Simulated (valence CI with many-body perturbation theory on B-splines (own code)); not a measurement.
# Missing levels of Kr XV

Method: configuration interaction combined with many-body perturbation theory (CI+MBPT): four valence electrons over a frozen Dirac-Fock core [Ar], a basis of 7 s, 7 p, 8 d, 6 f, 4 g, 1 h functions for each j, with the one-electron correlation potential Σ1, the two-electron term Σ2, the three-electron term Σ3, Breit, model QED; selected CI, second order for the rest, scaled by the run's own slope (own B-spline code, finite nucleus).

No measured spectrum was set against this ion. As an estimate, terms of the open shell hold to 2 to 4 % of their energy, and close levels can change places. The list stops below the first excitations out of the core. Only levels of the ground parity were solved; by the run's estimate the other parity begins above the list, which can be wrong where configurations are misplaced.

| Level | E (cm⁻¹) |
| --- | --- |
| 3d4 5D_0 | 0.0 |
| 3d4 5D_1 | 2426 |
| 3d4 5D_2 | 5988 |
| 3d4 5D_3 | ? |
| 3d4 5D_4 | 14247 |
| 3d4 3P_0 [a] | 49876 |
| 3d4 3H_4 | 55202 |
| 3d4 3P_1 [a] | ? |
| 3d4 3H_5 | 60774 |
| 3d4 3F_3 [a] | ? |
| 3d4 3H_6 | 64236 |
| 3d4 3F_2 [a] | 65105 |
| 3d4 3F_4 [a] | ? |
| 3d4 3P_2 [a] | 73148 |
| 3d4 3G_4 | ? |
| 3d4 3G_3 | 75930 |
| 3d4 3G_5 | 80316 |
| 3d4 3D_3 | 88465 |
| 3d4 3D_2 | ? |
| 3d4 1I_6 | 91353 |

Names give the largest LS component (configuration and term), which can be under half, so a name can repeat, a term be missing and a line seem to break the LS rules; names also repeat where a configuration has a term twice. Letters in brackets count levels of one name in rising energy.

The levels stand in rising order. What does the calculation give for the missing energies?

3d4 5D_3 10028; 3d4 3P_1 [a] 60591; 3d4 3F_3 [a] 63586; 3d4 3F_4 [a] 67783; 3d4 3G_4 75858; 3d4 3D_2 90301.
